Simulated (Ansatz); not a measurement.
(BeSe)n: r2SCAN-D4/def2-TZVP single points in Ansatz on relaxed structures, gas phase. Each cluster is the lowest isomer that a short search found in that spin, judged at the geometry's level, and lower ones may exist. Binding counts from free atoms in the multiplicity of their measured ground term, without zero-point energy. Singlets are spin-restricted. The structures are stationary points that may keep the symmetry of their start.

| species | atoms | state | geometry | HOMO (eV) | LUMO (eV) | gap (eV) | binding per atom (eV) | lowest of the spins relaxed | point group (within 0.1 Å) |
| --- | --- | --- | --- | --- | --- | --- | --- | --- | --- |
| (BeSe)2 ring (Be2Se2) | 4 | singlet | PBE0-D4/def2-TZVP | -5.83 | -3.25 | 2.58 | 3.01 | – | D2h |
| (BeSe)6 prism (Be6Se6) | 12 | singlet | r2SCAN-D4/def2-SVP | -6.50 | -3.33 | 3.17 | 3.68 | – | D3d |
| Be3Se3 | 6 | singlet | PBE0-D4/def2-SVP | -6.57 | -3.18 | 3.39 | 3.39 | – | D3h |
| Be5Se5 | 10 | singlet | PBE-D4/def2-SVP | -5.91 | -3.38 | 2.53 | 3.55 | singlet, of singlet/triplet/quintet | Cs |

The gap (eV) runs from 2.53 (Be5Se5) to 3.39 (Be3Se3). It alternates from one size to the next. The binding per atom (eV) runs from 3.01 ((BeSe)2 ring) to 3.68 ((BeSe)6 prism). It rises with size.
